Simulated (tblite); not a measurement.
C8H15PS.
Structure used (GFN2-xTB), in Å, numbered top down from 1:
```xyz
25
C8H15PS angstrom
C     -1.254    2.286   -0.774
C     -0.840    1.500    0.204
P      0.026   -0.063   -0.159
S      0.160   -0.522   -2.041
C     -0.789   -1.274    0.930
C     -2.033   -1.706    0.762
C     -2.965   -1.238   -0.294
C      1.676    0.175    0.677
C      2.500   -1.092    0.496
C      2.360    1.372    0.030
H     -1.082    2.005   -1.804
H     -1.765    3.219   -0.599
H     -0.992    1.732    1.251
H     -0.169   -1.674    1.724
H     -2.428   -2.459    1.436
H     -3.310   -2.086   -0.885
H     -3.842   -0.772    0.157
H     -2.476   -0.524   -0.952
H      1.495    0.369    1.742
H      2.024   -1.950    0.971
H      3.492   -0.967    0.925
H      2.606   -1.308   -0.567
H      2.434    1.212   -1.046
H      3.365    1.501    0.429
H      1.795    2.288    0.202
```

Level: GFN2-xTB in tblite, geometry and Hessian alike; calculated harmonic values, unscaled, isolated species. Against measured fundamentals such values can be off by several per cent, at times by over 20. One conformer, not necessarily the lowest.

Harmonic wavenumbers (cm⁻¹): 45.3, 65.4, 75.0, 103.5, 117.1, 146.0, 148.7, 167.2, 174.4, 183.6, 213.3, 221.3, 284.3, 319.5, 377.3, 380.8, 425.1, 503.0, 547.2, 604.4, 676.2, 688.4, 738.1, 795.8, 901.1, 908.4, 925.9, 938.0, 967.4, 977.9, 982.0, 1006.9, 1016.2, 1031.2, 1064.6, 1129.2, 1167.7, 1213.2, 1214.4, 1228.2, 1282.6, 1304.8, 1376.1, 1394.4, 1406.5, 1418.5, 1450.9, 1462.2, 1481.8, 1485.8, 1493.7, 1495.6, 1656.6, 1671.2, 2894.7, 2998.7, 3008.4, 3011.3, 3013.3, 3013.8, 3014.8, 3017.2, 3021.8, 3023.2, 3028.1, 3029.8, 3039.8, 3066.8, 3106.1.

A = 1227, B = 792.6, C = 699.2 MHz; mass 174.063 u (most abundant isotopes); point group C1, symmetry number 1.

Task: What is the zero-point energy?

Result: Half the sum of the wavenumbers: 45171 cm⁻¹ = 129.15 kcal/mol.

Task: What is S at 350 K and 1 bar for an ideal gas of classical rigid rotors and harmonic oscillators?

Result: Translation 42.19, rotation 31.01, vibration 54.09: S = 127.3 cal/(mol K).

Task: And Cp and H(350 K) − H(0)?

Result: Cp = 58.42 cal/(mol K), of which vibrations give 50.47 (their classical limit is 69 R = 137.1); H(350 K) − H(0) = 12.41 kcal/mol without the zero-point energy, 9.63 from vibrations.

Task: Blend soft modes into free rotors: weight 1/[1 + (100 cm⁻¹/ν̃)⁴] for the oscillator and the rest for a rotor with moment μB/(μ + B), μ = h/(8π²ν), B = 10⁻⁴⁴ kg m². What vibrational entropy results?

Result: 50.12 cal/(mol K) in place of 54.09, which changes −T·S at 350 K by +1.39 kcal/mol.

Task: How do the functions run with temperature in this model?

Result: 
| T (K) | S (cal/(mol K)) | Cp (cal/(mol K)) | H − H(0) (kcal/mol) | G − H(0) (kcal/mol) | ln q(vib) |
| --- | --- | --- | --- | --- | --- |
| 50 | 62.5 | 16.8 | 0.56 | -2.56 | 0.75 |
| 100 | 77.5 | 26.9 | 1.67 | -6.08 | 2.75 |
| 298.15 | 118.5 | 52.0 | 9.54 | -25.77 | 11.30 |
| 373.15 | 131.1 | 61.2 | 13.79 | -35.14 | 14.29 |
| 500 | 151.0 | 74.9 | 22.46 | -53.05 | 19.13 |
| 750 | 185.4 | 94.6 | 43.82 | -95.23 | 28.01 |
| 1000 | 214.5 | 107.8 | 69.22 | -145.32 | 36.09 |

q(vib) and H(0) count from the zero-point level.

Task: Which modes carry the vibrational entropy at 350 K?

Result: 45.3 cm⁻¹: 5.33; 65.4 cm⁻¹: 4.60; 75.0 cm⁻¹: 4.33; 103.5 cm⁻¹: 3.70; 117.1 cm⁻¹: 3.46; 146.0 cm⁻¹: 3.03 cal/(mol K); the other 63 give 29.64 together.

Task: What must be added to the electronic energy to get the Gibbs energy at 350 K and 1 bar?

Result: ZPE + [H(350 K) − H(0)] − T·S = 129.15 + 12.41 − 44.56 = 97.00 kcal/mol.

Hindered rotation and anharmonicity are outside this model. Other conformers, if any are populated, would add a mixing term that is left out. The structure is chiral; the term R ln 2 for an equal mix with its mirror image is left out.

The run took 1.3 s of wall time on an Arm Neoverse V2 with one thread, no GPU (shared host). This covers the Hessian and the dipole derivatives.
